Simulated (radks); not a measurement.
The numbers below are computed, except where a source is named.
Question: The mean radii <r> (bohr) of the occupied orbitals of an atom or ion are listed with their occupations. Code: a radial shooting solver on a logarithmic mesh with Libxc functionals. Model: scalar-relativistic Kohn-Sham, PBE, spin-polarised, spherical densities, point nucleus.

| orbital | occ. | <r> |
|---|---|---|
| 1s up | 1 | 0.06644 |
| 1s down | 1 | 0.06644 |
| 2s up | 1 | 0.3084 |
| 2s down | 1 | 0.3080 |
| 2p up | 3 | 0.2742 |
| 2p down | 3 | 0.2738 |
| 3s up | 1 | 0.9546 |
| 3s down | 1 | 0.9544 |
| 3p up | 3 | 1.029 |
| 3p down | 3 | 1.029 |
| 4s up | 1 | 3.463 |
| 3d up | 4 | 1.649 |

Name the element and its charge. Open shells, if any, are filled with parallel spins first.

Answer: Z = 23, vanadium, charge 0: V in [Ar] 3d4 4s1. The 1s radius gives Z: for a bare nucleus <r> = (2 gamma + 1)/(2Z) with gamma = sqrt(1 - (Z/c)^2), 0.0646 bohr for Z = 23, and screening makes it slightly larger (0.06644 here). The occupations add up to 23, and the charge is Z minus that.
